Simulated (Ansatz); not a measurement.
`C[CH2][Ga]([CH3])[Cl]` → `[CH2]` (triplet) + `C[CH2][GaH][Cl]` at 298.15 K and 1 bar (formal loss of a carbene).

Calculated with Ansatz (gas phase, PBE0-D4/def2-TZVP geometries, no zero-point term in ΔE). CCSD(T)/CBS adds triple-zeta CCSD(T) − MP2 to the extrapolated MP2 energy (def2 sets, frozen cores). This one scheme is used for every species. Triplets are unrestricted, without spin–orbit coupling. For Ga outer-core shells are correlated without core-valence functions, which leaves a few kJ/mol of doubt a bond. Scalar relativity is left out up to krypton. One conformer a species, not always the lowest.

```
                species  CCSD(T)/CBS energy (Eh)  H − E (kJ/mol)  S (J/(mol·K))
`C[CH2][Ga]([CH3])[Cl]`              -2502.76657           292.8          401.3
      `[CH2]` (triplet)                -39.09499            55.4          195.3
      `C[CH2][GaH][Cl]`              -2463.48892           210.9          352.7
```

H − E and S are ideal-gas, rigid-rotor, harmonic terms from PBE0-D4/def2-TZVP, for one conformer and one mirror image of each species, with the whole ground term of open shells counted as degenerate. 1 Eh = 2625.50 kJ/mol, R = 8.31446 J/(mol·K).

Question: By hand: ΔE, ΔH, ΔS and ΔG.

Answer: ΔE = (-39.09499) + (-2463.48892) − (-2502.76657) = 0.18266 Eh = 479.6 kJ/mol. Δ(H − E) = 55.4 + 210.9 − 292.8 = -26.5, so ΔH = 453.1 kJ/mol. ΔS = 195.3 + 352.7 − 401.3 = 146.7 J/(mol·K). ΔG = 453.1 − 298.15 × (146.7)/1000 = 409.4 kJ/mol.

Question: By hand: the equilibrium constant, and the temperature at which ΔG would vanish if ΔH and ΔS stayed fixed.

Answer: log₁₀ K = −ΔG/(RT ln 10) = -71.7. ΔG = 0 at ΔH/ΔS = 3089 K, far beyond where these terms or the molecules hold.

The number of gas molecules changes by +1, which sets the sign of ΔS. A doubt of 5 kJ/mol in ΔE shifts log₁₀ K by 0.9 here. Other conformers and mirror images would add mixing entropy, several J/(mol·K) or more a flexible species. Modes under 60 cm⁻¹, often nearly free rotors, make the harmonic entropy too high. A triplet takes part, so the spin changes. These are equilibria of isolated gas molecules and say nothing of rates. Largest T1 diagnostic: 0.011 (customary marks: 0.02 for closed shells, 0.045 for open ones).
